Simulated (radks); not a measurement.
The numbers below are computed, except where a source is named.
Task: Radial electron density D(r) = 4 pi r^2 rho(r) of an atom or ion with 7 electrons. Code: a radial shooting solver on a logarithmic mesh with Libxc functionals. Model: non-relativistic Kohn-Sham, PBE, spin-unpolarised, spherical densities, point nucleus.

r (bohr),D(r) (e/bohr)
0.006798,0.3198
0.007483,0.3822
0.008303,0.4629
0.00914,0.5516
0.01014,0.6657
0.01116,0.7902
0.01239,0.9494
0.01363,1.122
0.01513,1.341
0.01665,1.576
0.01848,1.870
0.02034,2.183
0.02257,2.571
0.02484,2.977
0.02757,3.471
0.03035,3.979
0.03367,4.584
0.03706,5.192
0.04113,5.895
0.04563,6.636
0.05023,7.339
0.05574,8.102
0.06135,8.784
0.06808,9.470
0.07494,10.02
0.08315,10.50
0.09153,10.80
0.1016,10.94
0.1118,10.87
0.124,10.58
0.1365,10.11
0.1515,9.412
0.1668,8.629
0.1851,7.695
0.2037,6.824
0.226,5.954
0.2488,5.291
0.2761,4.789
0.3039,4.560
0.3372,4.571
0.3741,4.817
0.4118,5.190
0.457,5.656
0.503,6.047
0.5582,6.326
0.6144,6.381
0.6817,6.175
0.7504,5.741
0.8327,5.047
0.9166,4.266
1.017,3.359
1.119,2.547
1.242,1.769
1.367,1.186
1.517,0.7139
1.67,0.4149
1.853,0.2110
2.04,0.1033
2.263,0.04278
2.491,0.01700
2.765,0.005498

What is the nuclear charge?

Result: Z = 10. The innermost maximum, from 1s, lies near 1/Z = 0.1 bohr (found: 0.103), and its height grows with Z. The density is that of the neon ion Ne3+ in [He] 2s2 2p3; the configuration itself is not fixed sharply by these data. D(r) has 2 maxima, at r = 0.103, 0.600 bohr, and minima at 0.319 bohr, inside which lie 2.21 electrons.
